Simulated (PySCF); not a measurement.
Species: C₆H₁₀N₂Si.
Structure used (GFN2-xTB), in Å, numbered top down from 1:
```
atom  x, y, z in Å
C1     2.5735    0.8367    0.1741
N2     1.1430    0.7589    0.3577
C3     0.5908   -0.5154    0.0392
Si4    0.2498   -1.1335   -1.7582
C5    -0.8642   -0.6210   -0.3453
C6    -2.0108   -1.0787    0.4747
C7    -1.9977    0.3312   -0.0806
C8    -1.8266    1.4208    0.8110
N9    -1.7093    2.3164    1.5162
H10    2.8862    0.6170   -0.8601
H11    2.9141    1.8332    0.4469
H12    3.0490    0.1101    0.8336
H13    0.6731    1.4988   -0.1530
H14    0.9183   -1.2539    0.7700
H15    0.3629   -0.1620   -2.8312
H16    0.2985   -2.5446   -2.0803
H17   -2.7268   -1.7719    0.0548
H18   -1.8627   -1.1912    1.5408
H19   -2.6709    0.5584   -0.9027
```

Computed at PBE0/pcSseg-1 (PySCF, non-relativistic), with Q(14N) = 0.02044 b: N2, 14N (I = 1): χzz = -5.679 MHz, η = 0.140; N9, 14N (I = 1): χzz = -4.533 MHz, η = 0.139.

(1) Find the zero-field quadrupole resonance frequencies of 14N at N2.

(2) Where would the pure quadrupole (NQR) lines of 14N at N9 fall for the rigid, isolated species?

Results:

(1) From ν± = (3/4)|χ|(1 ± η/3) and ν0 = |χ|η/2: ν+ 4.458 MHz, ν− 4.061 MHz, ν0 0.397 MHz (secondary amine nitrogen).

(2) From ν± = (3/4)|χ|(1 ± η/3) and ν0 = |χ|η/2: ν+ 3.557 MHz, ν− 3.243 MHz, ν0 0.314 MHz (nitrile nitrogen).

In a crystal, neighbours and librations shift these lines. GFN2-xTB bond lengths can be off by several hundredths of an ångström, more for odd bonds, and the gradients follow them. These gradients aren't converged with respect to the basis.

The run behind these numbers computed NMR shieldings as well. Time: 69 s wall; peak memory 0.95 GiB. Hardware: one thread, Arm Neoverse N1 (aarch64), shared host with 64 logical CPUs at a one-minute load of 54.

One conformer stands for the species.
